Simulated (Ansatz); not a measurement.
Ideal-gas functions of `CC1B[Te]1` at 500 K and 1 bar, from an Ansatz frequency run at PBE0-D4/def2-TZVP.

Molar mass 167.47 g/mol, point group C1 (symmetry number 1), electronic degeneracy 1, moments of inertia 45.524, 201.833, 230.782 u Å². Harmonic wavenumbers (cm⁻¹, unscaled): 196, 208, 316, 424, 587, 644, 815, 887, 905, 1011, 1038, 1170, 1329, 1394, 1470, 1489, 2728, 3031, 3104, 3129, 3146.

Use S(trans) = R[1.5 ln M + 2.5 ln T − 1.1517]; rotational temperatures θ = 24.2544 K / I; S(rot) = R[ln(√π/σ · √(T³/θAθBθC)) + 1.5]; for each mode x = 1.438777 ν̃/T, S = R[x/(eˣ − 1) − ln(1 − e⁻ˣ)] and H = RT x/(eˣ − 1); 1 cm⁻¹ = 0.0119627 kJ/mol; R = 8.31446 J/(mol·K).

**Question.** By hand: the entropy, in J/(mol·K).

**Answer.** Translation 183.5. Rotation: θ = 0.5328, 0.1202, 0.1051 K, giving 115.5. Vibration, mode by mode: 13.19, 12.71, 9.39, 7.16, 4.88, 4.28, 2.90, 2.47, 2.37, 1.86, 1.75, 1.29, 0.89, 0.77, 0.64, 0.61, 0.03, 0.01, 0.01, 0.01, 0.01, in all 67.2. Electronic 0.0. Sum 366.2 J/(mol·K).

**Question.** By hand: H − E and G − E in kJ/mol, counted from the electronic energy.

**Answer.** Zero-point energy ½ × 29021 × 0.0119627 = 173.6; thermal vibration 19.7; translation, rotation and pV give 4 RT = 16.6. H − E = 209.9 kJ/mol, and G − E = 209.9 − 500 × 366.2/1000 = 26.8 kJ/mol.

Vibration gives 18 % of the entropy. The sum counts one conformer and one mirror image; others add a mixing term.
